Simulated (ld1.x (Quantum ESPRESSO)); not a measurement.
## Ranking PAW potentials for Cl

All share these settings but for the change named:

chlorine (Cl), PAW, made with ld1.x (Quantum ESPRESSO) 7.5 (PBE, scalar-relativistic). Core [Ne], reference 3s2 3p3 (charge +2). Waves: 3s (bound): rcut 1.05, rcutus 1.30 bohr; 3s channel at -2.4 Ry: rcut 1.05, rcutus 1.30 bohr; 3p (bound): rcut 0.80, rcutus 1.10 bohr; 3p channel at -1.35 Ry: rcut 0.80, rcutus 1.10 bohr. Local part: all-electron potential smoothed inside 0.95 bohr (lloc = -1). Core correction: Bessel-smoothed model core inside 0.95 bohr. Augmentation charge: PSQ, inside the norm-conserving radii.

Test errors are all-electron minus pseudo excitation energies from the reference, over 3s2 3p5; 3s2 3p4; 3s2 3p2; 3s1 3p5; 3s2 3p1; 3s2 3p5.3; 3s2 3p4.5. None of these files shows a bound ghost.

The base gives 41.0 meV.

Of 6 variants that were run, those that failed, showed a ghost or another fault, or gave nearly equal values are left out.

A variant can come out equal or close to the base, since the largest error may sit in a test that the change hardly touches while other tests move.

(1) Rank these variants by their largest absolute test error, smallest first.
A. waves 3s (bound): rcut 1.05, rcutus 1.28 bohr; 3s channel at -2.4 Ry: rcut 1.05, rcutus 1.28 bohr
B. waves 3s (bound): rcut 1.05, rcutus 1.94 bohr; 3s channel at -2.4 Ry: rcut 1.05, rcutus 1.94 bohr
C. waves 3s (bound): rcut 1.05, rcutus 1.54 bohr; 3s channel at -2.4 Ry: rcut 1.05, rcutus 1.54 bohr
D. waves 3s (bound): rcut 1.05, rcutus 1.68 bohr; 3s channel at -2.4 Ry: rcut 1.05, rcutus 1.68 bohr

Answers

(1) D (17.2 meV), B (21.0 meV), C (28.8 meV), A (41.7 meV).
